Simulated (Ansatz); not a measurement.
Computed with frozen-core CCSD(T)/cc-pVTZ // B3LYP-D3(BJ)/def2-TZVP (Ansatz, a first-principles code).

Ansatz 0.2 input:
```yaml
crystal:
  periodic: [false, false, false]
  atoms:
    - { symbol: N, position_ang: [-1.132367, -1.433468, -0.141803] }
    - { symbol: Ga, position_ang: [0.005212, 0.000713, -0.018907] }
    - { symbol: N, position_ang: [1.81949, -0.267017, 0.031843] }
    - { symbol: N, position_ang: [-0.668862, 1.708664, -0.042863] }
    - { symbol: H, position_ang: [-2.115316, -1.315642, 0.04649] }
    - { symbol: H, position_ang: [-0.827296, -2.350255, 0.144347] }
    - { symbol: H, position_ang: [2.194348, -1.155638, 0.323827] }
    - { symbol: H, position_ang: [2.433285, 0.482078, 0.31036] }
    - { symbol: H, position_ang: [-1.60199, 1.870315, -0.388674] }
    - { symbol: H, position_ang: [-0.067592, 2.477191, -0.296399] }
basis:
  gaussian: { orbitals: cc-pVTZ }
correlation:
  method: ccsd_t
```

Output:

```
Functional definition: HF
1280 factors; integrals over basis functions are off by at most 1.1e-3 eV
mean field evaluation 1: about -56872.8854 eV, gradient 5.5e1 eV
mean field evaluation 2: about -56872.9609 eV, gradient 5.5e1 eV
mean field evaluation 4: about -56878.8214 eV, gradient 3.1e0 eV
mean field evaluation 8: about -56878.8644 eV, gradient 2.5e-1 eV
mean field evaluation 16: about -56872.8854 eV, gradient 5.5e1 eV
mean field -56878.86465747 eV, -2090.2597222827 hartree, gradient 2.7e-6 eV, S^2 0.000000; 0 other end points of the search recorded, 0 dependent functions left out
12 core orbitals not correlated
reference -56878.86465747 eV, -2090.2597222827 hartree; 17, 17 occupied and 188, 188 virtual orbitals, 1280 factors
second order -22.25321164 eV of doubles, -0.00000000 eV of singles
cycle   1  -22.16754871 eV  change    8.6e-2 eV  update   1.0e-1
cycle   2  -22.72051140 eV  change   -5.5e-1 eV  update   2.9e-2
cycle   3  -22.83065881 eV  change   -1.1e-1 eV  update   1.4e-2
cycle   4  -22.81952384 eV  change    1.1e-2 eV  update   3.4e-3
cycle   5  -22.81985089 eV  change   -3.3e-4 eV  update   1.6e-3
cycle   6  -22.81993975 eV  change   -8.9e-5 eV  update   4.6e-4
cycle   7  -22.81959179 eV  change    3.5e-4 eV  update   1.9e-4
cycle   8  -22.81957920 eV  change    1.3e-5 eV  update   6.8e-5
cycle   9  -22.81959205 eV  change   -1.3e-5 eV  update   3.0e-5
perturbative correction -0.94700422 eV, -0.0348017632 hartree
Total energy: -56902.63125373 eV, -2091.1331285860 hartree
```

Cost: roughly 7 core-minutes.
